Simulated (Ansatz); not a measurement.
Coupled-cluster run, C$_{2}$H$_{8}$BNSi (`C=C[SiH2]BN`).

```yaml
crystal:
  periodic: [false, false, false]
  atoms:
    - {symbol: C, position_ang: [-1.556481, -0.934090, 1.989505]}
    - {symbol: C, position_ang: [-0.846500, 0.013926, 1.384023]}
    - {symbol: Si, position_ang: [0.648767, -0.325045, 0.317101]}
    - {symbol: B, position_ang: [0.345268, 0.212223, -1.606791]}
    - {symbol: N, position_ang: [1.145976, 1.171695, -2.206908]}
    - {symbol: H, position_ang: [-2.436266, -0.707270, 2.586012]}
    - {symbol: H, position_ang: [-1.286125, -1.983839, 1.915678]}
    - {symbol: H, position_ang: [-1.174833, 1.046572, 1.500674]}
    - {symbol: H, position_ang: [0.952084, -1.782746, 0.427358]}
    - {symbol: H, position_ang: [1.821498, 0.422421, 0.874893]}
    - {symbol: H, position_ang: [-0.528029, -0.273409, -2.271183]}
    - {symbol: H, position_ang: [1.904606, 1.634626, -1.733396]}
    - {symbol: H, position_ang: [1.030335, 1.470133, -3.162165]}
basis:
  gaussian: {orbitals: def2-TZVPP}
correlation: {method: ccsd_t}
```

```sh
$ ansatz run in.yaml --threads 4 --pin off --events-out ev --progress --plain --max-ram 10444MiB
```

Output of Ansatz, abridged:

```
Functional definition: HF
1615 factors; integrals over basis functions are off by at most 1.1e-3 eV
mean field evaluation 1: about -12200.9054 eV, gradient 4.1e1 eV
mean field evaluation 2: about -12201.1386 eV, gradient 4.1e1 eV
mean field evaluation 4: about -12205.4561 eV, gradient 4.3e0 eV
mean field evaluation 8: about -12205.5276 eV, gradient 2.1e-1 eV
mean field -12205.52786401 eV, -448.5448757983 hartree, gradient 7.9e-6 eV, S^2 0.000000; 0 other end points of the search recorded, 0 dependent functions left out
9 core orbitals not correlated: weight in the atoms' cores, before any rotation towards them, 1.000 or more for the frozen orbitals, at most 0.000 for the correlated occupied ones
reference -12205.52786401 eV, -448.5448757983 hartree; 14, 14 occupied and 255, 255 virtual orbitals, 1615 factors
second order -20.76049064 eV of doubles, -0.00000000 eV of singles
cycle   1  -21.59160222 eV  change   -8.3e-1 eV  update   1.0e-1
cycle   2  -22.18080003 eV  change   -5.9e-1 eV  update   3.2e-2
cycle   3  -22.28676913 eV  change   -1.1e-1 eV  update   1.6e-2
cycle   4  -22.27692119 eV  change    9.8e-3 eV  update   4.8e-3
cycle   5  -22.27769127 eV  change   -7.7e-4 eV  update   2.2e-3
cycle   6  -22.27780598 eV  change   -1.1e-4 eV  update   6.3e-4
cycle   7  -22.27755109 eV  change    2.5e-4 eV  update   2.4e-4
cycle   8  -22.27755410 eV  change   -3.0e-6 eV  update   9.6e-5
cycle   9  -22.27756622 eV  change   -1.2e-5 eV  update   3.0e-5
perturbative correction -0.93770032 eV, -0.0344598512 hartree
Total energy: -12228.74313055 eV, -449.3980211080 hartree
```

It took 2.3 min on 4 threads of an Arm Neoverse V2 on a shared host, with 7.7 GiB of host memory at the peak.

Correlation energy per correlated electron: -0.829 eV. T1 diagnostic: 0.0132.
